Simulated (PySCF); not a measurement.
# Electric field gradients and quadrupole coupling constants

Compound: C3H5F3O2Si.
Z-matrix (Å and degrees, GFN2-xTB geometry), rows numbered from 1:
```
O 
C   1  1.1980
C   2  1.5306  1  122.45
C   3  1.5163  2  112.76  1   154.48
F   4  1.3451  3  110.89  2  -170.12
F   4  1.3383  3  112.70  2   -51.17
F   4  1.3365  3  113.26  2    70.69
O   2  1.3081  1  124.38  3  -179.21
Si  8  1.6773  2  123.69  1    -2.32
H   3  1.0929  2  108.82  1   -85.33
H   3  1.0916  2  109.04  1    33.07
H   9  1.4578  8  107.83  2    60.33
H   9  1.4567  8  107.73  2   -61.05
H   9  1.4532  8   97.23  2   179.32
```

Field gradients from the PBE0/pcSseg-1 density (PySCF, non-relativistic), principal values in atomic units, ordered |Vxx| ≤ |Vyy| ≤ |Vzz|:

| atom | Vxx | Vyy | Vzz |
| --- | --- | --- | --- |
| O1 | 0.6093 | 0.9841 | -1.5933 |
| O8 | -0.5530 | -0.8215 | 1.3744 |

Question: Find the asymmetry η = (Vxx − Vyy)/Vzz and the couplings χ = eQV/h (234.96 MHz × Q in barn × V in au), with Q(17O) = −0.0256 b.

Answer: 
```
atom                               environment  nucleus     η  χzz (MHz)  χxx (MHz)  χyy (MHz)
  O1                           carbonyl oxygen      17O  0.24       9.58      -3.66      -5.92
  O8  oxygen singly bound to a carbonyl carbon      17O  0.20      -8.27       3.33       4.94
```

The tensor is traceless: Vxx + Vyy + Vzz = 0.

Question: What is Vzz at O8 in SI units (1 au = 9.71736 × 10²¹ V/m²)?

Answer: 1.3744 au = 13.356 × 10²¹ V/m².

Question: And the gradient at the other heavy atoms, for which no coupling is worked out here?

Answer: 
```json
{"atom": "C2", "environment": "carbonyl carbon", "Vzz (au)": "0.387", "η": "0.84"}
{"atom": "C3", "environment": "sp3 carbon next to a carbonyl", "Vzz (au)": "0.115", "η": "0.86"}
{"atom": "C4", "environment": "CF3 carbon", "Vzz (au)": "-0.423", "η": "0.03"}
{"atom": "F5", "environment": "fluorine of a CF3 group", "Vzz (au)": "2.903", "η": "0.04"}
{"atom": "F6", "environment": "fluorine of a CF3 group", "Vzz (au)": "2.910", "η": "0.03"}
{"atom": "F7", "environment": "fluorine of a CF3 group", "Vzz (au)": "2.938", "η": "0.04"}
{"atom": "Si9", "environment": "oxygen-bound silicon", "Vzz (au)": "0.841", "η": "0.04"}
```

Were the hydrogens deuterons (Q(2H) = 0.00286 b), χzz would run from 109 kHz (H12 and H13) to 199 kHz (H10 and H11).

One conformer (not necessarily the lowest) at the GFN2-xTB geometry, without solvent, vibrations or thermal averaging. GFN2-xTB bond lengths can be off by several hundredths of an ångström, more for odd bonds, and the gradients follow them. These gradients aren't converged with respect to the basis.

These values come from a run that also computed NMR shieldings. The run took 88 s (grids of density and orbitals included) on one thread of an Intel Xeon at 2.50 GHz, on a shared host, and the process peaked at 0.82 GiB of memory.
